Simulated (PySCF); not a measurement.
A small calculation by hand: oscillator strength and radiative lifetime

C₄H₈OSi, SMILES C/C=C1/OC[SiH2]1.

The structure is a stationary point at ωB97X-D3(BJ)/def2-SVP. The structure was generated by enumeration; whether it is a known compound was not checked.

TDDFT-PBE/def2-SVPD (PySCF) puts the first singlet state with f over 0.02 at 5.28 eV (vertical), with the transition dipole (0.275, 1.146, 0.000) in atomic units.

Question: Find the oscillator strength, the wavelength and the radiative lifetime that this transition would have in vacuum if emission retraced absorption.

Answer: 
|μ|² = 1.3889 au, so |μ| = 3.00 D. ΔE = 5.28/27.211 = 0.1940 hartree. f = (2/3) ΔE |μ|² = 0.180 (the program prints 0.179).
λ = 1239.84/5.28 = 235 nm; ν = 42586 cm⁻¹.
Einstein's coefficient A = 0.6670 ν² f s⁻¹ (ν in cm⁻¹) = 2.2e8 s⁻¹, so τ = 1/A = 4.6 ns. This state is S4; the lower singlets have f = 0.000, 0.002, 0.000. The figure is the radiative limit of this one transition; relaxation, internal conversion, crossing to triplets and a medium change what is measured.
